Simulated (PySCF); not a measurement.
# A small calculation by hand: dipole moment from atomic charges

GeH3Cl, SMILES [Cl][GeH3]. Atoms are numbered in the order given.

```xyz
5

Ge     0.0000     0.0000     0.6785
Cl     0.0000     0.0000    -1.4764
H     -1.2680     0.7321     1.1289
H      1.2680     0.7321     1.1289
H      0.0000    -1.4641     1.1289
```

Geometry: PBE0-D3(BJ)/def2-TZVP.

Charges (e) from PBE0/def2-TZVPD in PySCF:

```csv
atom,ESP fit,IAO
Ge1,0.122,0.570
Cl2,-0.180,-0.331
H3,0.020,-0.080
H4,0.020,-0.080
H5,0.019,-0.080
```

The dipole moment of the full density is 1.98 D.

Q: What dipole moment does each set of point charges give, and which comes closer to that of the density?

A: 
μ = Σ q r, and 1 e Å = 4.8032 D.
ESP fit: Σ q r = (0.000, 0.001, 0.415) e Å, |μ| = 1.99 D.
IAO: Σ q r = (0.000, 0.000, 0.604) e Å, |μ| = 2.90 D.
ESP fit comes closer in size. Point charges leave out the atoms' own dipoles (lone pairs, polarised bonds); fits to the potential absorb them, partitions of the density don't.
